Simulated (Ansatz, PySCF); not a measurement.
Species: H2Se2 (charge +1, doublet). 
Coordinates optimised at B3LYP-D3(BJ)/def2-TZVP (Ansatz, a first-principles code):
```
Se
H 1 1.4812
Se 1 2.2961 2 91.77
H 3 1.4812 1 91.77 2 180.00
```
Charge +1, spin multiplicity 2.

Total electronic energies in hartree. Valence correlation only, unless marked. UHF or UKS for open shells. No spin-orbit coupling. Frozen are the shells of the preceding noble gas and the d and f shells that filled before the atom's block. No relativistic terms. Basis-set limits of correlation are two-point, X^-3; Hartree-Fock from the larger set. [CCSD(T)-MP2]/basis is that difference in the basis named.

```csv
level,program,energy (Eh)
RI-HF/aug-cc-pVTZ,Ansatz,-4800.65697
RI-HF/aug-cc-pVQZ,Ansatz,-4800.66338
RI-HF/def2-QZVPP,Ansatz,-4800.66276
SVWN5/def2-TZVPD,Ansatz,-4797.17542
BP86-D4/def2-TZVPD,PySCF + dftd4,-4804.56476
TPSS-D4/def2-TZVPD,PySCF + dftd4,-4803.87923
M06-L-D4/def2-TZVPD,PySCF + dftd4,-4803.86583
PBE0/def2-SVP,Ansatz,-4802.84527
PBE0-D4/def2-TZVPD,Ansatz + dftd4,-4803.43956
BHLYP-D4/def2-TZVPD,Ansatz + dftd4,-4803.97956
TPSSh-D3(BJ)/def2-TZVPD,PySCF + dftd3,-4803.87991
r2SCANh/def2-TZVPD,Ansatz,-4803.97561
LC-wPBE/def2-TZVPD,Ansatz,-4803.33791
wB97X-V/def2-TZVPD,Ansatz,-4803.55538
MP2/cc-pVDZ,Ansatz,-4800.72504
RI-MP2/aug-cc-pVQZ,Ansatz,-4800.98557
RI-MP2/def2-TZVPPD,Ansatz,-4800.86435
RI-MP2/def2-QZVPP,Ansatz,-4800.98311
SCS-MP2/cc-pVTZ,Ansatz,-4800.95118
CCSD/def2-TZVPP,Ansatz,-4800.89567
CCSD(T)/cc-pVTZ,Ansatz,-4800.99861
"RI-MP2/CBS(def2-TZVPPD,def2-QZVPPD)+[CCSD(T)-MP2]/def2-SVPD",Ansatz,-4801.0443
"CCSD(T)/CBS(cc-pVTZ,cc-pVQZ)",Ansatz,-4801.0480
```

Totals of different functionals don't rank their quality; only differences between species are comparable.
